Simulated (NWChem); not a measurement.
## Lowest excitation of HfO₂

```
Hf
O 1 1.7984
O 1 1.7984 2 105.56
```
Charge 0, spin multiplicity 1.

All runs are NWChem calculations. The geometry was optimised at PBE/def2-SVP with def2 effective core potentials on Hf, a minimum by its harmonic frequencies.

Basis set: def2-SVPD.

Effective core potentials replace the inner electrons of Hf; spin-orbit coupling is left out. The correlated methods keep 2 core orbitals frozen. B3LYP has NWChem's definition, with VWN1-RPA local correlation. The structure started from a generated list of species. Coupled-cluster values serve here as a point of comparison, not as the truth.

**Question.** One of these methods gave a lowest vertical singlet excitation energy of 1.23 eV. Which?
A) TD-B3LYP
B) CIS
C) EOM-CCSD
D) TD-LDA (SVWN5)

**Answer.** D, TD-LDA (SVWN5). The others give 3.65 (CIS), 1.61 (TD-B3LYP), 1.42 (EOM-CCSD).
